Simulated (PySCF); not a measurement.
Magnetisability: `C#C/C(F)=C/[N+](C)(C)C`, [C$_{7}$H$_{11}$FN]+, charge +1

Molfile (atoms numbered from 1):
```
C7H11FN
     RDKit          3D

 20 19  0  0  0  0  0  0  0  0999 V2000
    4.1922    0.1472   -0.0993 C   0  0  0  0  0  0  0  0  0  0  0  0
    3.0042    0.1629   -0.2788 C   0  0  0  0  0  0  0  0  0  0  0  0
    1.6286    0.2148   -0.5867 C   0  0  0  0  0  0  0  0  0  0  0  0
    1.3315    0.6089   -1.8319 F   0  0  0  0  0  0  0  0  0  0  0  0
    0.6689   -0.1034    0.2879 C   0  0  0  0  0  0  0  0  0  0  0  0
   -0.7672   -0.0663    0.0170 N   0  0  0  0  0  0  0  0  0  0  0  0
   -1.1017   -0.9916   -1.0890 C   0  0  0  0  0  0  0  0  0  0  0  0
   -1.1831    1.3081   -0.3423 C   0  0  0  0  0  0  0  0  0  0  0  0
   -1.4923   -0.4866    1.2315 C   0  0  0  0  0  0  0  0  0  0  0  0
    5.2273    0.1231    0.0883 H   0  0  0  0  0  0  0  0  0  0  0  0
    0.9615   -0.4152    1.2760 H   0  0  0  0  0  0  0  0  0  0  0  0
   -0.7715   -1.9997   -0.8422 H   0  0  0  0  0  0  0  0  0  0  0  0
   -2.1783   -1.0005   -1.2502 H   0  0  0  0  0  0  0  0  0  0  0  0
   -0.6167   -0.6787   -2.0118 H   0  0  0  0  0  0  0  0  0  0  0  0
   -0.9121    1.9983    0.4555 H   0  0  0  0  0  0  0  0  0  0  0  0
   -2.2613    1.3411   -0.4891 H   0  0  0  0  0  0  0  0  0  0  0  0
   -0.6988    1.6278   -1.2630 H   0  0  0  0  0  0  0  0  0  0  0  0
   -1.2654    0.1860    2.0573 H   0  0  0  0  0  0  0  0  0  0  0  0
   -1.2055   -1.4996    1.5096 H   0  0  0  0  0  0  0  0  0  0  0  0
   -2.5654   -0.4658    1.0498 H   0  0  0  0  0  0  0  0  0  0  0  0
  1  2  3  0
  2  3  1  0
  3  4  1  0
  3  5  2  0
  5  6  1  0
  6  7  1  0
  6  8  1  0
  6  9  1  0
  1 10  1  0
  5 11  1  0
  7 12  1  0
  7 13  1  0
  7 14  1  0
  8 15  1  0
  8 16  1  0
  8 17  1  0
  9 18  1  0
  9 19  1  0
  9 20  1  0
M  CHG  1   6   1
M  END
```

Computed with GIAO B3LYP/pcSseg-1 magnetisability, rotational g tensor and spin-rotation constants, non-relativistic, gas phase in PySCF 2.14.0. Geometry: GFN2-xTB.

For an ion the centre-of-mass motion in the field is neglected.

How diamagnetic is it, and how anisotropic?

Isotropic -1317 × 10⁻³⁰ J/T², or -79.3 × 10⁻⁶ cm³/mol; principal values -1354, -1323, -1273 × 10⁻³⁰ J/T², anisotropy 70 × 10⁻³⁰ J/T² (root of half the summed squared differences of the principal values). The susceptibility is in cgs units.

Split it along the inertial axes a, b, c into diamagnetic and paramagnetic parts about the centre of mass, with the quadrupole moment.


```
axis  χ (10⁻⁶ cm³/mol)  diamagnetic (10⁻⁶ cm³/mol)  paramagnetic (10⁻⁶ cm³/mol)  summed x² of all electrons (Å²)  quadrupole Θ (D Å)
   a             -79.6                      -486.4                        406.9                            269.1              +27.19
   b             -76.8                     -1328.0                       1251.2                             70.7              -12.20
   c             -81.5                     -1441.3                       1359.8                             44.0              -14.99
```
Anisotropies 2χaa − χbb − χcc = -0.8 and 2χbb − χaa − χcc = +7.5 × 10⁻⁶ cm³/mol. Θ is traceless in Buckingham's convention.

And the rotational g tensor?


```csv
axis,rotational constant (GHz),g,nuclear part,electronic part
a,3.2253,-0.0058,0.6107,-0.6165
b,0.9705,+0.0076,0.5780,-0.5705
c,0.8802,+0.0095,0.5718,-0.5623
```
Asymmetric top; isotopes 12C, 19F, 1H, 14N; no vibrational averaging.
